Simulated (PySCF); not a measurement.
Compound: ethyl bromide, C2H5Br.
Bonds: C1–C2, C2–Br3. Hydrogens: H4, H5, H6 on C1; H7, H8 on C2.

Method: PySCF, PBE0-D3(BJ)/def2-SVP geometry optimisation, gas phase; density fitting, grid level 1; the optimiser is geomeTRIC in internal coordinates, started from an MMFF94s structure with every atom displaced at random (about 0.03 Å).

Step 3: E = -72181.4207 eV
```
atom  x, y, z in Å  |  force x, y, z in eV/Å
C1     -0.7736    0.1673    0.0447    0.154  -0.015   0.013
C2      0.6468   -0.3471   -0.0528   -0.163   0.041   0.078
Br3     1.9396    1.1045   -0.1559    0.025   0.014   0.013
H4     -0.9911    0.8655   -0.7749   -0.059  -0.003  -0.041
H5     -1.4780   -0.6778   -0.0220   -0.004   0.006   0.029
H6     -0.9461    0.6918    0.9972    0.014  -0.012  -0.052
H7      0.8078   -0.9575   -0.9503    0.017   0.015  -0.020
H8      0.9327   -0.9325    0.8303    0.016  -0.046  -0.021
```

Step 4: E = -72181.4236 eV
```
atom  x, y, z in Å  |  force x, y, z in eV/Å
C1     -0.7697    0.1684    0.0438   -0.068   0.032  -0.034
C2      0.6433   -0.3442   -0.0520    0.057  -0.041   0.003
Br3     1.9459    1.1021   -0.1380    0.004   0.010   0.010
H4     -1.0047    0.8514   -0.7859    0.003  -0.027   0.000
H5     -1.4723   -0.6797   -0.0041   -0.004  -0.003   0.031
H6     -0.9412    0.7053    0.9870    0.004   0.026   0.016
H7      0.8049   -0.9456   -0.9560    0.024   0.022  -0.015
H8      0.9321   -0.9433    0.8215   -0.021  -0.018  -0.011
```

Step 5: E = -72181.4250 eV
```
atom  x, y, z in Å  |  force x, y, z in eV/Å
C1     -0.7688    0.1690    0.0430   -0.131   0.028  -0.039
C2      0.6421   -0.3439   -0.0537    0.123  -0.054  -0.020
Br3     1.9483    1.1016   -0.1212   -0.007   0.003   0.008
H4     -1.0142    0.8378   -0.7957    0.023  -0.025   0.011
H5     -1.4712   -0.6804    0.0152    0.002  -0.004   0.022
H6     -0.9349    0.7193    0.9789    0.004   0.035   0.030
H7      0.8082   -0.9354   -0.9636    0.011   0.021  -0.009
H8      0.9286   -0.9536    0.8134   -0.026  -0.005  -0.003
```

**Question.** Estimate the geometry and energy of step 6. (The exact step hangs on the optimiser's Hessian estimate; all steps are aligned on step 5, rigid shifts and turns removed.)

**Answer.** E = -72181.4265 eV, largest force 0.117 eV/Å
```
atom  x, y, z in Å  |  force x, y, z in eV/Å
C1     -0.7692    0.1693    0.0417   -0.112   0.006  -0.013
C2      0.6419   -0.3447   -0.0574    0.111  -0.028  -0.022
Br3     1.9493    1.1019   -0.0937   -0.012  -0.007   0.004
H4     -1.0262    0.8150   -0.8111    0.025  -0.007   0.011
H5     -1.4711   -0.6813    0.0477    0.008  -0.001   0.003
H6     -0.9233    0.7433    0.9659    0.003   0.024   0.016
H7      0.8147   -0.9189   -0.9771   -0.007   0.009  -0.002
H8      0.9220   -0.9702    0.8003   -0.016   0.005   0.003
```

The energy changes by -0.0015 eV. The first-order estimate −F·Δx gives -0.0026 eV and the mean of the old and new forces, exact on a quadratic surface, -0.0016 eV. The step makes an angle of 79° with the force vector and moves no atom by more than 0.033 Å.

The cost below is that of the whole optimisation. Time: 19 s of wall time; peak memory 0.35 GiB. Hardware: one thread, Arm Neoverse V1 (aarch64), no GPU, shared host with 32 logical CPUs at a one-minute load of 6.0.
